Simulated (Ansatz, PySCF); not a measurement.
FH3LiN, SMILES [Li]([F])<-[NH3] (connectivity only; charge and spin as stated), neutral, multiplicity 1. Atoms are numbered in the order given.

```xyz
6

N      0.0000     0.0000    -1.7164
H      0.8147     0.4704    -2.0995
H      0.0000    -0.9408    -2.0995
H     -0.8147     0.4704    -2.0995
Li     0.0000     0.0000     0.3329
F      0.0000     0.0000     1.9238
```

Geometry optimised at B3LYP-D3(BJ)/def2-TZVP.

Vertical ionisation energy (IE) and electron affinity (EA) in eV. Rows of orbital energies are one-electron estimates. Where ΔSCF, EOM or ADC give a negative EA the extra electron is unbound and the value depends on the basis.

```json
[
 {"level": "−ε(HOMO), −ε(LUMO), B3LYP/def2-TZVPD (PySCF)", "IE": "6.96", "EA": "1.36"},
 {"level": "−ε(HOMO), −ε(LUMO), PBE/def2-TZVPD (PySCF)", "IE": "5.38", "EA": "1.68"},
 {"level": "ΔSCF, CAM-B3LYP/def2-TZVPD (Ansatz), final states of multiplicity 2 and 2", "IE": "10.89", "EA": "-0.08"},
 {"level": "ΔSCF, PBE/def2-TZVPD (Ansatz), final states of multiplicity 2 and 2", "IE": "___", "EA": "___"}
]
```

**Question.** Fill in the missing entries. (An estimate is asked for; the answer gives what the named calculation found.)

**Answer.** 
- ΔSCF, PBE/def2-TZVPD (Ansatz, a program for electronic structure), final states of multiplicity 2 and 2, IE: 10.41
- ΔSCF, PBE/def2-TZVPD (Ansatz), final states of multiplicity 2 and 2, EA: 0.03

**Question.** What vertical singlet–triplet gap does ΔSCF give with CAM-B3LYP/def2-TZVPD (Ansatz) and with PBE/def2-TZVPD (Ansatz)? (Estimate from the structure and the level; the computed values follow.)

**Answer.** 7.04 and 6.09 eV (triplet above singlet where positive).
